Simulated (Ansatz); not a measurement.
Consider the cleavage of the B–Si bond: `CBB(C)[SiH3]` + H–F → `CBB(C)F` + SiH₄.

Gas-phase electronic energies from Ansatz, PBE0-D4/def2-TZVP geometries. CCSD(T)/CBS adds triple-zeta CCSD(T) − MP2 to the extrapolated MP2 energy (def2 sets, frozen cores). This one scheme is used for every species. DFT in def2-TZVPP. One conformer a species, not always the lowest.

```
             level  ΔE (kJ/mol)
               PBE       -133.9
              PBE0       -138.7
    MP2/def2-TZVPP       -147.1
SCS-MP2/def2-QZVPP       -152.6
```

**Question.** What does CCSD(T)/CBS give? (An estimate is asked.)

**Answer.** The calculation gave: -141.2 kJ/mol. The listed levels differ from it by 7.3, 2.5, -5.9, -11.4 kJ/mol.

Largest T1 diagnostic among the species: 0.013.

From PBE to PBE0 (25 % exact exchange), in def2-TZVPP and without D4, ΔE moves by −4.8 kJ/mol. The D4 term adds +10.8 kJ/mol with B3LYP and +6.2 kJ/mol with PBE0; it sums over pairs of atoms, weighted by their polarisabilities, and B3LYP, whose exchange is more repulsive, gets the larger term.

B3LYP here is the variant with VWN-RPA as its local correlation; programs differ in this.
